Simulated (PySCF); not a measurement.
Ge(H)(Br)2(Me) (CH4Br2Ge), SMILES [CH3][GeH]([Br])[Br]. Geometry optimised at B3LYP-D3(BJ)/def2-SVP.

All values below come from B3LYP-D3(BJ)/def2-SVP in PySCF.

Harmonic wavenumbers (cm⁻¹): 95, 125, 144, 156, 282, 311, 603, 641, 690, 815, 855, 1254, 1424, 1429, 2146, 3046, 3154, 3164. Rotational constants (GHz): 2.559, 0.8407, 0.6780; symmetry number 1.

Work out the zero-point energy and the ideal-gas rigid-rotor harmonic-oscillator thermochemistry at 298.15 K and 1 atm.

ZPE = ½ Σ hcν = ½ × 20334 cm⁻¹ = 29.07 kcal/mol. H − E(el) = 34.04 kcal/mol. Entropy in cal/(mol K): translation 42.43, rotation 29.78, vibration 16.37, total 88.58. G − E(el) = 7.63 kcal/mol. Cp = 23.38 cal/(mol K). Modes under 150 cm⁻¹ make the vibrational entropy uncertain.
